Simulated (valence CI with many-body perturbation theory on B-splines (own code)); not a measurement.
## Br²⁸⁺: calculated level list

Level of theory: configuration interaction combined with many-body perturbation theory (CI+MBPT): five valence electrons over a frozen Dirac-Fock core [He], radial functions for each j: 11 s, 11 p, 10 d, 8 f, 5 g, 2 h, with the one-electron correlation potential Σ1 (screened to all orders), the two-electron term Σ2, the three-electron term Σ3, Breit, model QED; selected single and double excitations, second order for the rest, scaled by the run's own slope (own B-spline code, finite nucleus).

No measured spectrum was set against this ion. As an estimate, large intervals hold to a few tenths of a per cent, small ones and those within an open d or f shell to about a per cent. Among the levels kept, up to 5300 cm⁻¹ of a level comes from second order outside the variational space, and about a tenth of that is noise between levels of different J, which matters for small intervals.

Levels 181 to 209 of 209, with energies above the lowest level, (2s^2 2p1/2^2 2p3/2) J=3/2. "Leading %" is the weight of the configuration and term that name the level; weights of strongly mixed levels are sums over their largest components and can fall short. In the jj column 3d3/2^4 stands for four electrons in 3d with j = 3/2.

| No. | Configuration | Term | J | E (eV) | Leading % | g | Second component | Leading jj |
| --- | --- | --- | --- | --- | --- | --- | --- | --- |
| 181 | 2s 2p3 3d | 2G° | 9/2 | 2103.0 | 48 | 1.207 | 30 % 2s 2p3 3d 4F° | 2s 2p1/2 2p3/2^2 3d5/2 (66 %) |
| 182 | 2s 2p3 3d | 2D° | 5/2 | 2107.1 | 36 | 1.125 | 21 % 2s 2p3 3d 2F° | 2s 2p1/2 2p3/2^2 3d3/2 (42 %) |
| 183 | 2s 2p3 3p | 2P | 1/2 | 2108.3 | 61 | 1.143 | 28 % 2s 2p3 3p 2S | 2s 2p3/2^3 3p3/2 (68 %) |
| 184 | 2s 2p3 3d | 2P° | 3/2 | 2108.3 | 30 | 1.349 | 20 % 2s 2p3 3d 4P° | 2s 2p1/2 2p3/2^2 3d3/2 (38 %) |
| 185 | 2s 2p3 3d | 4P° | 1/2 | 2108.5 | 46 | 1.936 | 11 % 2s 2p3 3d 2S° | 2s 2p1/2 2p3/2^2 3d3/2 (52 %) |
| 186 | 2s 2p3 3d | 2G° | 7/2 | 2109.2 | 35 | 1.130 | 31 % 2s 2p3 3d 2F° | 2s 2p1/2 2p3/2^2 3d5/2 (59 %) |
| 187 | 2s 2p3 3d | 2P° | 1/2 | 2112.9 | 51 | 0.779 | 15 % 2s 2p3 3d 2S° | 2s 2p1/2 2p3/2^2 3d5/2 (62 %) |
| 188 | 2s 2p3 3d | 4D° | 5/2 | 2113.6 | 50 | 1.217 | 10 % 2s 2p3 3d 2D° | 2s 2p1/2 2p3/2^2 3d3/2 (60 %) |
| 189 | 2s 2p3 3d | 2F° | 5/2 | 2115.1 | 50 | 1.039 | 26 % 2s 2p3 3d 2D° | 2s 2p1/2 2p3/2^2 3d5/2 (50 %) |
| 190 | 2s 2p3 3d | 4D° | 3/2 | 2115.2 | 52 | 1.031 | 23 % 2s 2p3 3d 2D° | 2s 2p1/2 2p3/2^2 3d3/2 (74 %) |
| 191 | 2s 2p3 3d | 4D° | 7/2 | 2116.2 | 50 | 1.276 | 24 % 2s 2p3 3d 2F° | 2s 2p1/2 2p3/2^2 3d5/2 (78 %) |
| 192 | 2s 2p3 3d | 4D° | 1/2 | 2117.8 | 62 | 0.312 | 30 % 2s 2p3 3d 2P° | 2s 2p1/2 2p3/2^2 3d3/2 (80 %) |
| 193 | 2s 2p3 3d | 2P° | 3/2 | 2119.5 | 48 | 1.083 | 31 % 2s 2p3 3d 2D° | 2s 2p1/2 2p3/2^2 3d5/2 (69 %) |
| 194 | 2s 2p3 3p | 2P | 1/2 | 2121.8 | 43 | 1.490 | 24 % 2s 2p3 3p 2S | 2s 2p3/2^3 3p1/2 (77 %) |
| 195 | 2s 2p3 3p | 2D | 3/2 | 2122.8 | 41 | 1.121 | 36 % 2s 2p3 3p 2P | 2s 2p3/2^3 3p1/2 (81 %) |
| 196 | 2s 2p3 3d | 2D° | 3/2 | 2122.8 | 44 | 1.115 | 26 % 2s 2p3 3d 2P° | 2s 2p1/2 2p3/2^2 3d5/2 (61 %) |
| 197 | 2s 2p3 3p | 2D | 5/2 | 2126.4 | 40 | 1.378 | 38 % 2p4 3s 4P | 2s 2p3/2^3 3p3/2 (48 %) |
| 198 | 2s 2p3 3d | 2D° | 5/2 | 2127.9 | 52 | 1.138 | 20 % 2s 2p3 3d 2F° | 2s 2p1/2 2p3/2^2 3d5/2 (55 %) |
| 199 | 2s 2p3 3p | 2P | 3/2 | 2130.8 | 63 | 1.258 | 14 % 2s 2p3 3p 2D | 2s 2p3/2^3 3p3/2 (80 %) |
| 200 | 2p4 3s | 4P | 5/2 | 2131.9 | 40 | 1.428 | 22 % 2s 2p3 3p 2D | 2p1/2^2 2p3/2^2 3s (54 %) |
| 201 | 2p4 3s | 2P | 3/2 | 2136.0 | 51 | 1.278 | 22 % 2p4 3s 2D | 2p1/2^2 2p3/2^2 3s (89 %) |
| 202 | 2s 2p3 3d | 2G° | 9/2 | 2142.1 | 62 | 1.190 | 31 % 2s 2p3 3d 4F° | 2s 2p3/2^3 3d5/2 (66 %) |
| 203 | 2s 2p3 3p | 2P | 1/2 | 2143.2 | 48 | 1.358 | 33 % 2s 2p3 3p 2S | 2s 2p3/2^3 3p3/2 (80 %) |
| 204 | 2s 2p3 3d | 2S° | 1/2 | 2146.6 | 44 | 1.760 | 26 % 2s 2p3 3d 2P° | 2s 2p3/2^3 3d3/2 (55 %) |
| 205 | 2s 2p3 3d | 2P° | 3/2 | 2146.7 | 49 | 1.324 | 19 % 2s 2p3 3d 4P° | 2s 2p3/2^3 3d3/2 (52 %) |
| 206 | 2s 2p3 3d | 2F° | 7/2 | 2147.2 | 59 | 1.198 | 20 % 2s 2p3 3d 4D° | 2s 2p3/2^3 3d5/2 (73 %) |
| 207 | 2s 2p3 3d | 2D° | 5/2 | 2147.4 | 61 | 1.261 | 13 % 2s 2p3 3d 4D° | 2s 2p3/2^3 3d5/2 (51 %) |
| 208 | 2s 2p3 3d | 2F° | 7/2 | 2148.3 | 43 | 1.065 | 35 % 2s 2p3 3d 2G° | 2s 2p3/2^3 3d3/2 (77 %) |
| 209 | 2s 2p3 3d | 2F° | 5/2 | 2149.4 | 56 | 0.995 | 18 % 2s 2p3 3d 2D° | 2s 2p3/2^3 3d3/2 (62 %) |
